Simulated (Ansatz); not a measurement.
**How methods differ on SnSiH4OF (SMILES [F][SnH][O][SiH3])**

The species is SnSiH4OF (8 atoms), meant as a doublet with charge 0. SMILES: `[F][SnH][O][SiH3]`. Geometry: optimised at B3LYP/def2-SVP. This is one conformer, not always the lowest.

```csv
atom,x (Å),y (Å),z (Å)
F,-1.6443,1.7904,1.0348
Sn,-0.4349,1.9349,-0.5005
O,0.2427,0.0688,-0.6744
Si,0.7309,-1.2035,0.2838
H,-1.4733,2.1583,-1.9168
H,1.7362,-2.0095,-0.4668
H,-0.4260,-2.0785,0.6339
H,1.3609,-0.7181,1.5501
```

Each level gives the dissociation energy of the Si4–O3 bond into doublet SiH3 and singlet SnHOF (shapes relaxed at B3LYP/def2-SVP, no zero-point term) (eV). The values are calculated.

```
                               level                    kind  program  value (eV)  less CCSD(T)/def2-SVP
    USVWN5/def2-SVP (core potential)                     LDA   Ansatz        4.38                  +0.26
     UBLYP/def2-SVP (core potential)                     GGA   Ansatz        3.91                  -0.21
  U-r2SCAN/def2-SVP (core potential)                meta-GGA   Ansatz        4.25                  +0.13
    UB3LYP/def2-SVP (core potential)           global hybrid   Ansatz        4.25                  +0.13
  UPBE0-D4/def2-SVP (core potential)           global hybrid   Ansatz        4.38                  +0.26
UCAM-B3LYP/def2-SVP (core potential)  range-separated hybrid   Ansatz        4.49                  +0.37
   RPA@PBE/def2-SVP (core potential)                     RPA   Ansatz        3.84                  -0.28
  UCCSD(T)/def2-SVP (core potential)   coupled cluster or CI   Ansatz        4.12                   0.00
```

UCCSD(T)/def2-SVP (core potential) is the highest level here, not the true value. Spin-orbit coupling is left out. Correlated wave functions underbind in double-zeta sets. The values span 3.84 to 4.49 eV. A fragment with an even electron count was run as a singlet and may have a lower triplet. Measured bond enthalpies also hold zero-point and thermal terms, a few tenths of an eV less. In the correlated wave-function rows the outer d shell of Sn is correlated, in sets not made for it.
